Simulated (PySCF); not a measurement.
C4H12O2Si, charge -1, doublet, geometry from GFN2-xTB (a state made from the parent by changing its charge; the spin is typed, not shown lowest). Base run: DF-HF/cc-pVDZ run with PySCF.

PySCF was given this input:
```python
from pyscf import gto, scf

mol = gto.Mole()
mol.atom = '''
    C    -1.84206432   -1.20121796    0.80212934
    O    -0.52940267   -0.82617099    0.71041079
    Si    0.10704999    0.63348171    0.05450908
    C    -1.63967623    1.67035787    0.04162330
    C     0.15899035    0.44413107   -1.88381391
    O     1.74361813    0.10516852    0.39206427
    C     2.26238054   -1.15875034    0.12310671
    H    -1.89353890   -2.21160292    1.23738123
    H    -2.34392672   -1.23139132   -0.17739377
    H    -2.42318933   -0.52584016    1.44744341
    H    -2.40969923    1.18223303   -0.56026119
    H    -1.49330874    2.66732033   -0.37058951
    H    -2.04093927    1.79755978    1.04694241
    H    -0.29640328   -0.49367606   -2.21446711
    H     1.18481255    0.44636105   -2.25006960
    H    -0.36588150    1.25090369   -2.39297643
    H     3.27718700   -1.22677312    0.53830566
    H     1.63891508   -1.93803885    0.57400207
    H     2.31576698   -1.34490333   -0.95951757
'''
mol.basis = 'cc-pvdz'
mol.charge = -1
mol.spin = 1
mol.verbose = 4
mol.build()

mf = scf.UHF(mol)
mf = mf.density_fit(auxbasis='def2-universal-jkfit')
mf.kernel()
```

The base run was repeated with changes; each row names its change, and settings that it needs were set with it.

| change | ΔE vs base (µEh) | SCF cycles | <S^2> |
|---|---|---|---|
| base | 0.0 | 13 | 0.755 |
| diis = off; damp = 0.3 (with mf.diis_start_cycle = 200; with mf.max_cycle = 150) | 0.0 | 27 | 0.755 |
| DIIS = ADIIS | 0.0 | 21 | 0.755 |
| solver = newton; init_guess = 1e | 0.0 | - | 0.755 |
| conv_tol = 1e-7 | 0.0 | 11 | 0.755 |
| conv_tol = 1e-12 | 0.0 | 19 | 0.755 |
| level_shift = 1.0 (with mf.max_cycle = 100) | 0.0 | 32 | 0.755 |
| conv_tol = 1e-4 | 8.7 | 6 | 0.756 |
| init_guess = atom | 0.0 | 13 | 0.755 |
| diis = off (with mf.max_cycle = 100) | 0.0 | 27 | 0.755 |
| DIIS = EDIIS | 0.0 | 50 | 0.755 |
| init_guess = sap | 0.0 | 13 | 0.755 |
| solver = newton | 0.0 | - | 0.755 |

Open shells are given as the SCF converged; they aren't shown to be the lowest states, and a large step between rows can be another state.
